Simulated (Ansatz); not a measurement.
Relaxation of AlBH5NS (9 atoms, charge 0, multiplicity 1), to a largest force component of 0.015 eV/Å in at most 40 steps.

The calculation used Ansatz, RKS B3LYP-D4/def2-SVP.

```xyz
9
Properties=species:S:1:pos:R:3
B -1.798 0.816 0.146
S -1.390 -0.804 0.885
Al 0.795 -0.342 0.718
N 1.855 -0.778 -0.866
H -2.010 1.792 0.814
H -1.966 0.982 -1.037
H 1.609 0.377 1.945
H 1.700 -1.798 -1.015
H 1.294 -0.292 -1.607
```

Question: Where does it end, and by what steps?

Answer: It converged. The force dipped under the threshold on the way, but the program's further checks kept it going. After 36 steps the energy has fallen by 1.413 eV; S2 moved furthest, 1.46 Å.

| step | energy less start (eV) | largest force component (eV/Å) | accepted |
| --- | --- | --- | --- |
| 0 | 0.0000 | 2.025 | yes |
| 2 | -0.3311 | 0.545 | yes |
| 4 | -0.4352 | 1.643 | yes |
| 6 | -0.7380 | 0.695 | yes |
| 8 | -1.0452 | 1.281 | yes |
| 10 | -1.1474 | 0.486 | yes |
| 12 | -1.2858 | 0.281 | yes |
| 14 | -1.3705 | 0.161 | yes |
| 16 | -1.3972 | 0.362 | yes |
| 18 | -1.3954 | 0.509 | no |
| 20 | -1.4115 | 0.068 | yes |
| 22 | -1.4123 | 0.007 | yes |
| 24 | -1.4124 | 0.037 | yes |
| 26 | -1.4125 | 0.031 | yes |
| 28 | -1.4127 | 0.017 | yes |
| 30 | -1.4127 | 0.021 | yes |
| 32 | -1.4127 | 0.021 | yes |
| 34 | -1.4127 | 0.033 | yes |
| 36 | -1.4128 | 0.014 | yes |

```xyz
9
Properties=species:S:1:pos:R:3
B -1.790 0.888 0.043
S -0.999 0.416 1.579
Al 0.938 -0.450 0.892
N 1.284 -0.664 -0.827
H -2.881 1.389 0.124
H -1.270 0.725 -1.033
H 1.988 -0.879 1.984
H 2.152 -1.051 -1.185
H 0.665 -0.421 -1.594
```

Run time: 50 s on 1 thread of AMD EPYC 9R45 96-Core Processor (Zen 5), on a shared host, peak memory 0.19 GiB.
